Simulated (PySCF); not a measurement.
HFMgSe, SMILES [F][Mg][SeH], singlet (B3LYP/def2-SVP optimised geometry):

```
4

Mg     0.332    -0.725     0.000
F      2.091    -0.754     0.001
Se    -2.091    -0.725     0.000
H     -2.088     0.754     0.000
```

Calculation: B3LYP/def2-TZVP (PySCF).

**Question.** What are the frontier orbital energies and the dipole moment?

**Answer.** HOMO-2 -9.83 eV, HOMO-1 -8.09 eV, HOMO -6.87 eV, LUMO -1.99 eV, LUMO+1 -0.67 eV; dipole moment 0.98 D.

On the same geometry PySCF with PBE/def2-TZVP gives HOMO-2 -8.15 eV, HOMO-1 -7.21 eV, HOMO -6.00 eV, LUMO -2.39 eV, LUMO+1 -1.13 eV; dipole moment 1.00 D.

Meta-Löwdin charges at B3LYP/def2-TZVP: Mg1 1.45, F2 -0.83, Se3 -0.69, H4 0.06.
